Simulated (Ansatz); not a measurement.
All numbers were calculated with Ansatz.

A structure relaxed at PBE0-D4/def2-TZVP, charge 0, multiplicity 2:

```xyz
7

C     0.786    0.577    0.320
O     0.031   -0.534   -0.078
Ga   -1.685   -0.600   -0.584
H     0.215    1.514    0.307
H     1.649    0.699   -0.343
H     1.161    0.427    1.339
H    -2.157   -2.083   -0.960
```

Question: Give its formula and SMILES.

Answer: CH4GaO, `C[O][GaH]`.

Question: Point group (tolerance 0.08 Å, 0.16 Å for H)?

Answer: Cs.

Question: Summarise the bond lengths by kind.

Answer: 1 × C–O 1.401 Å; 3 × C–H 1.096 to 1.097 Å; 1 × Ga–O 1.791 Å; 1 × Ga–H 1.601 Å.
